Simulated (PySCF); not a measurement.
The numbers are results of PBE-D3(BJ)/def2-TZVP // B3LYP-D3(BJ)/def2-SVP run with PySCF, not measurements. Gas-phase values, no solvent. One relaxed conformer stands for a flexible species; it need not be the lowest. Excitations are Tamm–Dancoff values on a coarser integration grid. The basis has no diffuse functions, so Rydberg states are missing or too high.

Reference species (SMILES): `C[C@@H](CC[SiH3])C(F)(F)F` (C–C–C–C torsion -64°, C–C–C–Si torsion -177°) (neutral, multiplicity 1).

```json
{
  "T1 excitation (TDA)": "6.95 eV",
  "LUMO": "-0.32 eV"
}
```

Changed species: `C[C@@H]([SiH3])[C@H](C)C(F)(F)F` (Si–C–C–C torsion 66°).

### Question
What does the change do to the T1 excitation (TDA) and LUMO?

### Answer
the T1 excitation (TDA) drops by 0.09 eV, to 6.86 eV; the LUMO increases by 0.18 eV, to -0.14 eV.
